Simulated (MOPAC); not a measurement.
A run for MOPAC: PM3 on H6Si (a complex).

```
PM3 1SCF PRECISE CHARGE=0 THREADS=1
H6Si

Si     0.04975310 1     0.05632914 1    -0.01268721 1
H      0.11787617 1     0.14422935 1    -1.48874344 1
H     -1.33638392 1    -0.25746670 1     0.40139849 1
H      0.45894487 1     1.34966639 1     0.57991665 1
H      0.95838262 1    -1.01139831 1     0.46237679 1
H     -0.10323497 1    -0.11933107 1     3.35926626 1
H     -0.14336337 1    -0.15899551 1     4.10091112 1
```

It printed:

```
*******************************************************************************
 **                                                                           **
 **                              MOPAC v23.2.5                                **
 **                                                                           **
 *******************************************************************************
 ** MOPAC's Digital Object Identifier: https://doi.org/10.5281/zenodo.6511958 **
 **                                                                           **
 ** Please cite the open-source release paper for use of this MOPAC version:  **
 ** J. E. Moussa and J. J. P. Stewart (2026)                                  **
 ** MOPAC: An open-source semiempirical molecular orbital program             **
 ** J. Open Source Softw., 11(119), 8025, https://doi.org/10.21105/joss.08025 **
 *******************************************************************************

                              PM3 CALCULATION RESULTS

 *******************************************************************************
 *  PM3        - The PM3 Hamiltonian to be used
 *
 *
 *
 *                 CHARGE ON SYSTEM = 0
 *
 *
 *
 *  PRECISE    - TIGHTER CRITERIA TO BE USED
 *  1SCF       - DO 1 SCF AND THEN STOP
 *  THREADS=1  - MULTI-THREADING NOT USED
 *  T=         - A TIME OF 172800.0 SECONDS REQUESTED
 *  DUMP=N     - RESTART FILE WRITTEN EVERY 7200.0 SECONDS REQUESTED
 *******************************************************************************
PM3 1SCF PRECISE CHARGE=0 THREADS=1
 H6Si

   ATOM   CHEMICAL          X               Y               Z
  NUMBER   SYMBOL      (ANGSTROMS)     (ANGSTROMS)     (ANGSTROMS)

     1      Si          0.04975310  *   0.05632914  *  -0.01268721  *
     2       H          0.11787617  *   0.14422935  *  -1.48874344  *
     3       H         -1.33638392  *  -0.25746670  *   0.40139849  *
     4       H          0.45894487  *   1.34966639  *   0.57991665  *
     5       H          0.95838262  *  -1.01139831  *   0.46237679  *
     6       H         -0.10323497  *  -0.11933107  *   3.35926626  *
     7       H         -0.14336337  *  -0.15899551  *   4.10091112  *



          CARTESIAN COORDINATES

    NO.       ATOM           X           Y           Z

     1        Si          0.0498      0.0563     -0.0127
     2         H          0.1179      0.1442     -1.4887
     3         H         -1.3364     -0.2575      0.4014
     4         H          0.4589      1.3497      0.5799
     5         H          0.9584     -1.0114      0.4624
     6         H         -0.1032     -0.1193      3.3593
     7         H         -0.1434     -0.1590      4.1009

  H: (PM3): J. J. P. STEWART, J. COMP. CHEM. 10, 209 (1989).
 Si: (PM3): J. J. P. STEWART, J. COMP. CHEM. 10, 209 (1989).

           Empirical Formula: H6 Si  =     7 atoms



      MOLECULAR POINT GROUP   :   C3v


      RHF CALCULATION, NO. OF DOUBLY OCCUPIED LEVELS = 5


 -------------------------------------------------------------------------------
 PM3 1SCF PRECISE CHARGE=0 THREADS=1
 H6Si



     1SCF WAS SPECIFIED, SO BFGS WAS NOT USED
     SCF FIELD WAS ACHIEVED


                              PM3 CALCULATION
                                                       MOPAC v23.2.5 Linux




          FINAL HEAT OF FORMATION =         -0.35456 KCAL/MOL =      -1.48350 KJ/MOL


          COSMO AREA              =        100.47 SQUARE ANGSTROMS
          COSMO VOLUME            =         79.69 CUBIC ANGSTROMS

          IONIZATION POTENTIAL    =         11.735909 EV
          HOMO LUMO ENERGIES (EV) =        -11.736  0.638
          NO. OF FILLED LEVELS    =          5
          MOLECULAR WEIGHT        =         34.1329         POINT GROUP:  C3v

          MOLECULAR DIMENSIONS (Angstroms)

            Atom       Atom       Distance
            H     7    H     2     5.60397
            H     3    H     5     2.41621
            H     4    H     3     2.09244


          SCF CALCULATIONS        =          1





   ATOM   CHEMICAL          X               Y               Z
  NUMBER   SYMBOL      (ANGSTROMS)     (ANGSTROMS)     (ANGSTROMS)

     1      Si          0.04975310  *   0.05632914  *  -0.01268721  *
     2       H          0.11787617  *   0.14422935  *  -1.48874344  *
     3       H         -1.33638392  *  -0.25746670  *   0.40139849  *
     4       H          0.45894487  *   1.34966639  *   0.57991665  *
     5       H          0.95838262  *  -1.01139831  *   0.46237679  *
     6       H         -0.10323497  *  -0.11933107  *   3.35926626  *
     7       H         -0.14336337  *  -0.15899551  *   4.10091112  *

                             CARTESIAN COORDINATES

   1   Si        0.049753100     0.056329140    -0.012687210
   2    H        0.117876170     0.144229350    -1.488743440
   3    H       -1.336383920    -0.257466700     0.401398490
   4    H        0.458944870     1.349666390     0.579916650
   5    H        0.958382620    -1.011398310     0.462376790
   6    H       -0.103234970    -0.119331070     3.359266260
   7    H       -0.143363370    -0.158995510     4.100911120


           Empirical Formula: H6 Si  =     7 atoms



      MOLECULAR POINT GROUP   :   C3v


                  EIGENVALUES
 -16.93259 -15.62817 -11.79833 -11.79821 -11.73591   0.63806   2.21768   2.21780
   2.22145   4.61632


              NET ATOMIC CHARGES AND DIPOLE CONTRIBUTIONS

  ATOM NO.   TYPE          CHARGE      No. of ELECS.   s-Pop       p-Pop
    1         Si           0.469251        3.5307     0.91476     2.61599
    2          H          -0.118092        1.1181     1.11809
    3          H          -0.117011        1.1170     1.11701
    4          H          -0.117005        1.1170     1.11701
    5          H          -0.117017        1.1170     1.11702
    6          H           0.006073        0.9939     0.99393
    7          H          -0.006200        1.0062     1.00620
 DIPOLE           X         Y         Z       TOTAL
 POINT-CHG.     0.001     0.001    -0.020     0.020
 HYBRID        -0.000    -0.000     0.003     0.003
 SUM            0.001     0.001    -0.016     0.016


          ATOMIC ORBITAL ELECTRON POPULATIONS

     Atom    s        px        py        pz
    1 Si   0.91476   0.87236   0.87237   0.87126
    2  H   1.11809
    3  H   1.11701
    4  H   1.11701
    5  H   1.11702
    6  H   0.99393
    7  H   1.00620

 **********************
 *                    *
 * JOB ENDED NORMALLY *
 *                    *
 **********************




 == MOPAC DONE ==
```

The run finished.

Cost: very roughly 0.020 core-seconds.
